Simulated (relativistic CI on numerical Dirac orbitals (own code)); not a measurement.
**Level scheme of Rh³⁺**

Calculated at this level of theory: Dirac-Coulomb-Breit CI, separate exchange-only KLI orbitals for each configuration, a model potential for QED, valence Slater integrals scaled by 0.85, P86 correlation energy added to each configuration (own radial code, finite nucleus).

Configurations in the expansion (outside the closed core [Ar] 3d10): 4s2 4p6 4d6, 4s2 4p6 4d5 5s, 4s2 4p6 4d5 5p, 4s2 4p6 4d5 4f, 4s2 4p6 4d5 5d, 4s2 4p6 4d5 6s, 4s2 4p5 4d7, 4s2 4p6 4d5 6p, 4s2 4p6 4d4 5s 5p, 4s2 4p6 4d5 6d, 4s2 4p6 4d5 7s, 4s2 4p6 4d5 5f, 4s2 4p6 4d5 7p, 4s2 4p6 4d5 5g, 4s2 4p6 4d5 7d, 4s2 4p6 4d4 4f 5s, 4s2 4p6 4d4 5p 5d, 4s 4p6 4d7, 4s2 4p6 4d4 5s2, 4s2 4p6 4d3 5s2 5p, 4s2 4p6 4d3 4f 5s2, 4s2 4p6 4d3 5s2 5d, 4s2 4p6 4d3 5s2 6s. Double excitations out of closed p, d and f shells are left out; levels of such configurations are missing from the list, as are those of other unlisted configurations, and high levels can miss mixing partners.

The lowest level is 4s2 4p6 4d6 5D_4, with 98 % of that term; Hund's rules for 4s2 4p6 4d6 give 5D with J = 4, in agreement.

```
No.  Configuration  Term  J  E (cm⁻¹)   %  Landé g  Lifetime (s)
  1    4s2 4p6 4d6    5D  4       0.0  98    1.496              
  2    4s2 4p6 4d6    5D  3    1495.7  99    1.498      8.70e+00
  3    4s2 4p6 4d6    5D  2    2326.6  97    1.498      2.76e+01
  4    4s2 4p6 4d6    5D  1    2884.0  97    1.499      6.27e+01
  5    4s2 4p6 4d6    5D  0    3147.5  97               3.46e+02
  6    4s2 4p6 4d6    3P  2   17048.6  94    1.487      2.05e-01
  7    4s2 4p6 4d6    3H  4   17134.5  47    0.981      6.48e-01
  8    4s2 4p6 4d6    3H  6   17234.3  97    1.161              
  9    4s2 4p6 4d6    3H  5   17590.9  83    1.062      1.03e+02
 10    4s2 4p6 4d6    3F  4   19468.4  53    1.053      3.28e-01
 11    4s2 4p6 4d6    3F  3   19501.1  81    1.027      3.52e-01
 12    4s2 4p6 4d6    3F  2   20073.6  96    0.679      6.99e-01
 13    4s2 4p6 4d6    3P  1   21339.0  94    1.464      1.38e-01
 14    4s2 4p6 4d6    3G  5   21877.3  82    1.171      1.27e+00
 15    4s2 4p6 4d6    3P  0   22103.5  83               1.64e-01
 16    4s2 4p6 4d6    3G  4   23096.5  79    1.063      1.13e+00
 17    4s2 4p6 4d6    3G  3   23447.1  81    0.812      7.64e-01
 18    4s2 4p6 4d6    3D  2   26595.3  89    1.164      4.92e-01
 19    4s2 4p6 4d6    1I  6   26780.5  97    1.005      7.79e-01
 20    4s2 4p6 4d6    3D  1   26911.2  95    0.540      3.69e-01
 21    4s2 4p6 4d6    3D  3   27142.8  97    1.327      2.87e-01
 22    4s2 4p6 4d6    1G  4   28710.3  88    1.007      1.94e-01
 23    4s2 4p6 4d6    1S  0   32456.6  81               1.00e-01
 24    4s2 4p6 4d6    1D  2   32910.1  88    1.010      1.93e-01
 25    4s2 4p6 4d6    1F  3   36914.1  90    1.007      5.36e-01
 26    4s2 4p6 4d6    3P  0   41881.3  95               1.02e-01
 27    4s2 4p6 4d6    3P  1   43000.5  99    1.498              
 28    4s2 4p6 4d6    3F  2   44467.5  98    0.670              
 29    4s2 4p6 4d6    3F  4   44475.7  96    1.241              
 30    4s2 4p6 4d6    3F  3   45246.1  91    1.079              
 31    4s2 4p6 4d6    3P  2   45855.0  97    1.491              
 32    4s2 4p6 4d6    1G  4   50440.7  96    1.008              
 33    4s2 4p6 4d6    1D  2   66470.1  99    1.000              
 34     4d5(6S) 5s    7S  3   70021.6  99    1.998              
 35     4d5(6S) 5s    5S  2   86289.9  98    1.994              
 36    4s2 4p6 4d6    1S  0   86484.5  98                       
 37     4d5(4G) 5s    5G  2   97419.7  96    0.347              
 38     4d5(4G) 5s    5G  3   97577.4  97    0.926              
 39     4d5(4G) 5s    5G  4   97744.0  98    1.153              
 40     4d5(4G) 5s    5G  6   97758.4  99    1.331              
 41     4d5(4G) 5s    5G  5   97831.1  99    1.266              
 42     4d5(4P) 5s    5P  3  100298.9  62    1.594              
 43     4d5(4P) 5s    5P  2  100709.3  63    1.706              
 44     4d5(4P) 5s    5P  1  101356.6  73    2.234              
 45     4d5(4D) 5s    5D  4  103359.0  96    1.492
```

Energies count from the lowest computed level; lifetimes are radiative, by E1, M1, E2 decay to levels of this space only; some are left blank where a channel outside the calculation adds to the decay or the decay crosses a small, uncertain gap. Percentages are summed over parent terms; the parents shown are those of the largest component, closed shells are left out there.

The mean weight of the leading LS term, summed over parents, in these 45 levels is 90 %, and that of the leading jj configuration (from the same eigenvectors) 55 %, so LS coupling describes them better.

For a near-neutral ion this model can misplace configurations by up to about 10,000 cm⁻¹ (more where the count of f electrons changes) and terms by 10 to 25 % of their spread. Rates follow the energies as ν³ (E1, M1) or ν⁵ (E2), so they and the lifetimes can be off by large factors. The fine structure of a lone outer electron comes out too small, for d and f at times inverted, and misplaced configurations move strength between like terms.

Landé's interval rule says that E(J) − E(J−1) = AJ with one A. For the ground term the intervals give A = -263.5, -278.7, -277.0, -373.9 cm⁻¹ for J = 1, 2, 3, 4; the multiplet is inverted.

LS names give the leading component of a level, which can be under half, so a name can repeat, a term be missing and a line seem to break the LS rules.
